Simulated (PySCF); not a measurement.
Compound: C₅H₆N₃O (charge -1).
Atom-mapped SMILES: `[CH2:1]=[CH:2][c:3]1[n:4][n:5][n-:6][c:7]1[O:8][CH3:9]`

Probes without a nucleus sit at each ring's centroid and 1 Å off its mean plane on both sides; NICS is minus the shielding there, NICSzz its component along the normal. Level: GIAO PBE0/pcSseg-1 (PySCF, non-relativistic, gas phase) on the GFN2-xTB geometry, one conformer.

Ring bond lengths (Å), with Mayer bond orders in brackets: C3–N4 1.358 (1.36), N4–N5 1.300 (1.44), N5–N6 1.338 (1.26), N6–C7 1.328 (1.47), C7–C3 1.409 (1.27).

Problem. Give the NICS values of each ring in ppm.

Solution. 
| ring | type | NICS(0) | NICS(1), two faces | NICS(1)zz, two faces | rms pucker (Å) | centre to ring atoms, mean (Å) |
| --- | --- | --- | --- | --- | --- | --- |
| C3–N4–N5–N6–C7 | 5-membered ring with 3 N; formal bonds all aromatic | -8.7 | -11.8 / -11.8 | -28.4 / -28.4 | 0.00 | 1.15 |

Problem. What do they say, and how far can they be read as aromaticity?

Solution. 
- C3–N4–N5–N6–C7: mean NICS(1)zz -28.4 ppm, shielded. For a flat ring without four-coordinate atoms the NICS criterion counts such a value as aromatic.

Problem. What does the geometric index give? Use HOMA with the parameters of Krygowski (1993).

Solution. 
- C3–N4–N5–N6–C7: HOMA 0.94; the largest term is that of N5–N6, α(R − Ropt)² = 0.11. The geometric and the magnetic index point the same way.

Problem. How shielded are the nuclei of the rings and their hydrogens (means over atoms taken as equivalent)?

Solution. 
```
atoms                     environment  σ isotropic (ppm)
   C3     substituted aromatic carbon               58.1
   N4                   ring nitrogen             -113.1
   N5                   ring nitrogen             -143.6
   N6    two-coordinate ring nitrogen              -69.8
   C7  aromatic carbon bearing oxygen               16.1
```

Hardware: one thread, Arm Neoverse V2, shared host. Cost: 23 s of wall time. This is the whole shielding run at PBE0/pcSseg-1, SCF included.

The values belong to the conformer `[CH2:1]=[CH:2][c:3]1[n:4][n:5][n-:6][c:7]1[O:8][CH3:9]`: C1–C2–C3–N4 0°, N6–C7–O8–C9 0°.
